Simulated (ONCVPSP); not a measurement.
**sulfur, ONCV: configuration errors across variants**

sulfur, optimised norm-conserving Vanderbilt (ONCV), made with ONCVPSP 4.0.1 (LDA (Perdew-Zunger), scalar-relativistic). Core [He], reference 2s2 2p6 3s1 3p5. Waves: 2s+3s: rc 0.80 bohr, ncon 4, nbas 9, qcut 19.3 1/bohr, 2 projectors; 2p+3p: rc 0.65 bohr, ncon 3, nbas 7, qcut 17.3 1/bohr, 2 projectors. Local part: polynomial inside 0.45 bohr (lpopt 5, dvloc0 0 Ha). Core correction: none.

All-electron excitation energies from the reference (eV): (1) 2s2 2p6 3s2 3p4 -10.240; (2) 2s2 2p6 3s2 3p3 1.623; (3) 2s2 2p6 3s2 3p2 23.996; (4) 2s2 2p6 3s1 3p4 12.421.

Errors AE − PS in meV (a dash: test not solved or not reliable):

| change | (1) | (2) | (3) | (4) | bound ghosts | GHOST(+) flags above zero |
| --- | --- | --- | --- | --- | --- | --- |
| base | +1.0 | +3.5 | +9.0 | +1.1 | none | none |
| all radii scaled by about 0.80 (s 0.64, p 0.52 bohr); local potential polynomial inside 0.36 bohr (lpopt 5, dvloc0 0 Ha) | +0.3 | +1.8 | +5.1 | +0.5 | none | none |
| all radii scaled by about 0.86 (s 0.68, p 0.56 bohr); local potential polynomial inside 0.38 bohr (lpopt 5, dvloc0 0 Ha) | +0.7 | +2.7 | +7.1 | +0.9 | none | none |
| all radii scaled by about 1.05 (s 0.84, p 0.68 bohr); local potential polynomial inside 0.48 bohr (lpopt 5, dvloc0 0 Ha) | +1.1 | +3.6 | +9.2 | +1.0 | none | none |
| all radii scaled by about 1.20 (s 0.96, p 0.78 bohr); local potential polynomial inside 0.54 bohr (lpopt 5, dvloc0 0 Ha) | +1.0 | +3.3 | +9.0 | +0.7 | none | none |
| all radii scaled by about 1.30 (s 1.04, p 0.84 bohr); local potential polynomial inside 0.58 bohr (lpopt 5, dvloc0 0 Ha) | +0.6 | +2.7 | +8.1 | +0.4 | none | none |

Problem. Give the same row for: all radii scaled by about 1.13 (s 0.90, p 0.74 bohr); local potential polynomial inside 0.50 bohr (lpopt 5, dvloc0 0 Ha).

Solution. +1.0, +3.4, +9.1, +0.8; bound ghosts: none; GHOST(+) flags above zero: none.
